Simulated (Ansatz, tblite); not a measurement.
Removing and adding an electron: `N#Cc1ccccc1-c1ccccc1C#N`. Charge 0, multiplicity 1. Geometry: PBE-D4/def2-SVP. Ansatz, gas phase; energy differences of separate SCF runs; the oxidised species was run as a doublet alone; the reduced species was run as a doublet alone.

```xyz
24

N     0.846   -1.513    3.037
C     0.665   -1.615    1.881
C     0.452   -1.770    0.470
C     0.530   -3.067   -0.085
C     0.298   -3.265   -1.450
C    -0.012   -2.170   -2.270
C    -0.091   -0.881   -1.726
C     0.139   -0.651   -0.355
C     0.067    0.724    0.202
C     1.138    1.252    0.949
C     1.091    2.551    1.470
C    -0.037    3.358    1.257
C    -1.117    2.859    0.522
C    -1.076    1.549   -0.008
C    -2.218    1.065   -0.729
N    -3.164    0.692   -1.317
H     0.762   -3.915    0.575
H     0.359   -4.278   -1.874
H    -0.193   -2.316   -3.345
H    -0.324   -0.028   -2.378
H     2.032    0.632    1.111
H     1.947    2.936    2.044
H    -0.077    4.378    1.665
H    -2.015    3.472    0.355
```

The xTB rows come from tblite.

```json
{"level": "GFN1-xTB", "−HOMO (eV)": "11.99", "vertical IE (eV)": "14.21", "−LUMO (eV)": "8.68", "vertical EA (eV)": "6.48", "HOMO–LUMO gap (eV)": "3.31", "IE − EA (eV)": "7.73", "remarks": "–"}
{"level": "GFN2-xTB", "−HOMO (eV)": "11.26", "vertical IE (eV)": "13.51", "−LUMO (eV)": "7.98", "vertical EA (eV)": "5.73", "HOMO–LUMO gap (eV)": "3.28", "IE − EA (eV)": "7.78", "remarks": "–"}
{"level": "PBE-D4/def2-SVP", "−HOMO (eV)": "6.48", "vertical IE (eV)": "8.68", "−LUMO (eV)": "2.84", "vertical EA (eV)": "0.79", "HOMO–LUMO gap (eV)": "3.65", "IE − EA (eV)": "7.89", "remarks": "HOMO above zero (-1 doublet)"}
{"level": "PBE0-D4/def2-SVP", "−HOMO (eV)": "7.47", "vertical IE (eV)": "8.97", "−LUMO (eV)": "2.10", "vertical EA (eV)": "0.71", "HOMO–LUMO gap (eV)": "5.36", "IE − EA (eV)": "8.26", "remarks": "HOMO above zero (-1 doublet)"}
```

Relaxing the oxidised species (PBE-D4/def2-SVP) changes its energy by -0.12 eV at PBE-D4/def2-SVP, so the adiabatic ionisation energy to this nearest minimum is 8.56 eV. At PBE0-D4/def2-SVP it is 8.84 eV.     A HOMO above zero means that the electron is unbound at that level or that self-interaction error raises the level; the energy of removing that electron tells which. Raw xTB energy differences between charge states are shifted by several eV; the methods need an empirical correction for them. Sets without diffuse functions give affinities that are too small.
